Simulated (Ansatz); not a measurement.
C$_{2}$H$_{9}$BSn (`B[CH2][SnH2][CH3]`). Total charge 0; spin multiplicity 1. Sn takes the def2 core potential. Geometry: relaxed with PBE0-D4/def2-TZVP. It is one conformer, not always the lowest.

```xyz
13

B    -1.509   -0.775    1.298
C    -0.525   -1.402    0.338
Sn   -0.215    0.466   -0.807
C     1.801    1.080   -0.459
H    -1.119   -0.189    2.271
H    -2.684   -0.768    1.054
H     0.483   -1.632    0.682
H    -0.881   -2.112   -0.407
H    -1.302    1.700   -0.337
H    -0.497    0.075   -2.446
H     2.488    0.302   -0.790
H     2.015    2.000   -1.003
H     1.946    1.256    0.607
```

Problem. What is the dipole moment at ωB97M-V/def2-TZVPP? (An estimate is asked.)

Solution. The calculation gave: 1.89 D, with components (1.61, 0.13, -0.99) D in this frame, pointing from negative to positive charge.

Problem. And with PBE, r2SCAN, B3LYP? (Best estimate.)

Solution. Ansatz gave: PBE 2.08 D, r2SCAN 2.00 D, B3LYP 1.93 D.

Problem. Give the Mulliken charges with ωB97M-V, PBE, r2SCAN in def2-TZVPP. (An estimate is asked.)

Solution. Computed: 
| atom | ωB97M-V | PBE | r2SCAN |
| --- | --- | --- | --- |
| B1 | -0.29 | -0.21 | -0.15 |
| C2 | -0.43 | -0.35 | -0.34 |
| Sn3 | 0.59 | 0.67 | 0.66 |
| C4 | -0.61 | -0.57 | -0.48 |
| H5 | 0.07 | 0.01 | -0.01 |
| H6 | 0.07 | 0.01 | 0.00 |
| H7 | 0.16 | 0.14 | 0.12 |
| H8 | 0.16 | 0.14 | 0.12 |
| H9 | -0.08 | -0.11 | -0.11 |
| H10 | -0.09 | -0.11 | -0.12 |
| H11 | 0.14 | 0.13 | 0.10 |
| H12 | 0.14 | 0.13 | 0.10 |
| H13 | 0.15 | 0.13 | 0.10 |

B3LYP here is the variant with VWN-RPA as its local correlation; programs differ in this.
